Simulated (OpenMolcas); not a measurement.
**O II: Slater's ratio, thermal populations, worked from levels**

- Program: OpenMolcas 26.06
- Basis: ANO-RCC-VQZP [5s4p3d2f1g]
- Scalar Hamiltonian: DKH2, point nucleus
- Active space: 3 electrons in 9 orbitals (RAS2 2p; RAS3 3s 3d, at most 1 electron)
- State averaging: 2S+1 = 4 odd, 1 root; 2S+1 = 2 odd, 8 roots; 2S+1 = 4 even, 3 roots; 2S+1 = 2 even, 9 roots
- Spin-orbit coupling: state interaction with AMFI integrals over the reference wave functions, term energies averaged over their components

Methods: RASSCF; SS-RASPT2, IPEA 0.25 Eh, imaginary shift 0.1 Eh (closed shells correlated: 1s 2s). Measured levels: NIST Handbook of Basic Atomic Spectroscopic Data.

**Slater's ratio.** With one set of orbitals, p3 has 2D* - 4S* = 9 F2 and 2P* - 2D* = 6 F2 (F2 = F²/25), a ratio of 2/3. Term energies are centres of gravity, weighted by 2J + 1.

```csv
Source,2D* - 4S*,2P* - 4S*,F2 from the first,Ratio
RASSCF,30590,50654,3399,0.656
SS-RASPT2,27307,44839,3034,0.642
measured,26819,40469,2980,0.509
```

Energies in cm-1. A ratio away from 2/3 shows effects beyond one configuration with one set of orbitals, and in heavier atoms second-order spin-orbit shifts.

**Thermal populations.** Z = Σ (2J + 1) exp(-E/kT) with k = 0.695035 cm-1/K, over the levels below. No other level of either list lies under 90000 cm-1, which is above 7 kT at each temperature.

| Level | 2J + 1 | SS-RASPT2 | measured |
| --- | --- | --- | --- |
| 2s2 2p3 4S* 3/2 | 4 | 0.0 | 0.0 |
| 2s2 2p3 2D* 3/2 | 4 | 27310 | 26831 |
| 2s2 2p3 2D* 5/2 | 6 | 27310 | 26811 |
| 2s2 2p3 2P* 1/2 | 2 | 44840 | 40470 |
| 2s2 2p3 2P* 3/2 | 4 | 44840 | 40468 |

```tsv
T (K)	Z, SS-RASPT2	Z, measured levels	Ground level (%), SS-RASPT2	Ground level (%), measured levels
12000	4.406	4.448	90.8	89.9
```

At 12000 K, kT = 8340 cm-1, and the computed levels give Z = 4.000 + 0.151 + 0.227 + 0.009 + 0.019 = 4.406.

Term energies are means over components that CASPT2 splits; among the terms shown or strongly mixed into the levels shown the widest spread is 110 cm-1 (2s2 2p3 2D*, SS-RASPT2). With the s shell closed, the reference lacks s² → p² mixing. Without dynamic correlation excited terms often stand tens of per cent too high (terms of higher spin than the ground term too low), and those without a measured partner can miss by more than the paired ones (holds for RASSCF). Measured partners are found by configuration, term and J. A level has none where our copy of the source lacks it or the pairing is in doubt (some pairs that miss far off the trend of their configuration count as doubtful), and it then counts in no deviation. Levels of configurations outside the active space are missing.

* marks odd parity.
